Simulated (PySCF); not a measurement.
## State search for AsO⁺

Unrestricted PBE0; PySCF, scalar-relativistic core potentials, basis sets As cc-pVTZ-PP with ECP10, O cc-pVTZ. Outer shells of the fragments: As+ 3d10 4s2 4p2; O 2s2 2p4.

Followed along the bond (rough minima from three points):

| 2Ms+1 | unpaired | ⟨S²⟩ at the start | R at minimum (Å) | Te (eV) |
| --- | --- | --- | --- | --- |
| 1 | none | 0.00 | 1.56 | 0.00 |
| 3 | π ↑↑ | 2.01 | 1.77 | 3.04 |
| 5 | π ↑↑↑↑ | 6.01 | none in the scan | ≤ 5.41 |

Solutions found at the starting distance of 1.875 Å, counted from the lowest of them; the search is not exhaustive and high or unbound solutions are not listed, so other states can lie among these:

```json
{"2Ms+1": "1", "unpaired": "none", "term": "¹Σ⁺", "E (eV)": "0.00", "⟨S²⟩": "0.00", "⟨Lz²⟩": "0.00", "μ (D)": "-3.40"}
{"2Ms+1": "3", "unpaired": "π ↑↑", "term": "mixed", "E (eV)": "1.23", "⟨S²⟩": "2.01", "⟨Lz²⟩": "2.01", "μ (D)": "-1.75"}
{"2Ms+1": "3", "unpaired": "π ↑↑", "term": "mixed", "E (eV)": "1.66", "⟨S²⟩": "2.01", "⟨Lz²⟩": "2.01", "μ (D)": "-1.96"}
{"2Ms+1": "1", "unpaired": "π ↑↓", "term": "mixed", "E (eV)": "1.76", "⟨S²⟩": "1.01", "⟨Lz²⟩": "2.02", "μ (D)": "-2.05"}
{"2Ms+1": "3", "unpaired": "σ ↑, π ↑", "term": "³Π", "E (eV)": "2.75", "⟨S²⟩": "2.02", "⟨Lz²⟩": "1.03", "μ (D)": "-2.50"}
{"2Ms+1": "1", "unpaired": "σ ↓, π ↑", "term": "mixed", "E (eV)": "2.93", "⟨S²⟩": "1.12", "⟨Lz²⟩": "1.01", "μ (D)": "-2.33"}
```

A term symbol is given only where ⟨S²⟩ and ⟨Lz²⟩ are close to those of a pure state; real π, δ and φ orbitals otherwise mix terms. A positive dipole points towards O; it is taken about the centre of mass and depends on that origin.

**Question.** Compare the gap between the two lowest followed solutions at the starting distance with the gap between their minima.

**Answer.** At PBE0 the second solution (triplet, unpaired electrons π ↑↑) lies +1.23 eV from the first (singlet, closed shell) at 1.875 Å and +3.04 eV at the minima; the two curves relax by different amounts, since their minima lie near 1.77 and 1.56 Å.

Counting both spins, an empty level lies below a filled one in some of these solutions, because spin and occupation are held.
